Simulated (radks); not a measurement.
Results of a calculation; reference values are marked as such.
Q: The mean radii <r> (bohr) of the occupied orbitals of an atom or ion are listed with their occupations. Level of theory: Dirac Kohn-Sham, PBE, spin-unpolarised, spherical densities, finite nucleus; Fermi nuclear charge, rms radius of each element as measured or else 0.836 A^(1/3) + 0.57 fm (a radial shooting solver on a logarithmic mesh with Libxc functionals).

orbital  occ.      <r>
1s1/2       2  0.05030
2s1/2       2   0.2258
2p1/2       2   0.1958
2p3/2       4   0.1992
3s1/2       2   0.6651
3p1/2       2   0.6797
3p3/2       3   0.6888
3d3/2       4   0.7323
3d5/2       4   0.7356

Name the element and its charge.

A: Z = 30, zinc, charge +5: Zn5+ in [Ne] 3s2 3p(1/2: 2, 3/2: 3) 3d(3/2: 4, 5/2: 4). The 1s radius gives Z: for a bare nucleus <r> = (2 gamma + 1)/(2Z) with gamma = sqrt(1 - (Z/c)^2), 0.04919 bohr for Z = 30, and screening makes it slightly larger (0.05030 here). The occupations add up to 25, and the charge is Z minus that.
